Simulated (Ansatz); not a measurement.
This geometry of BClFHO + ClH (7 atoms, charge 0, multiplicity 1) is a first-order saddle point.

Theory: RKS PBE0-D4/def2-SVP in Ansatz.

```xyz
7
Properties=species:S:1:pos:R:3
B 0.095 0.138 0.121
O 0.060 -0.077 1.583
H -0.836 -0.324 1.860
Cl 1.567 -0.377 -0.696
F -1.083 -0.018 -0.473
Cl 0.284 2.295 0.603
H 0.183 1.171 1.626
```

(1) Which two structures does it join? (They come from a converged band through this point; their orientation in space is the band's.)

(2) How far does it lie above each of them?

## Answers

(1) Bonds broken: Cl6–H7. Bonds formed: B1–Cl6, O2–H7. BClFHO + ClH becomes BCl2FH2O.

First end point:

```xyz
7
Properties=species:S:1:pos:R:3
B -0.112 -0.469 -0.033
O -0.206 0.000 1.230
H -1.056 -0.184 1.649
Cl 1.351 -0.197 -0.943
F -1.117 -1.130 -0.582
Cl 0.834 3.027 1.672
H 0.577 1.759 1.632
```

Last end point:

```xyz
7
Properties=species:S:1:pos:R:3
B 0.137 0.480 0.020
O 0.082 -0.006 1.629
H -0.757 -0.478 1.753
Cl 1.510 -0.410 -0.714
F -1.092 0.114 -0.411
Cl 0.357 2.286 0.209
H 0.034 0.821 2.138
```

(2) 82.0 kJ/mol above the first and 66.7 kJ/mol above the second. This is the barrier of this one path; another mechanism may lie lower. The orbitals stay closed-shell, which can raise the energy where a bond breaks towards radicals; this wasn't checked here.

The run took 3.3 min on 2 threads of Intel(R) Xeon(R) Platinum 8259CL CPU @ 2.50GHz (Skylake/Cascade Lake), on a shared host, peak memory 0.21 GiB.
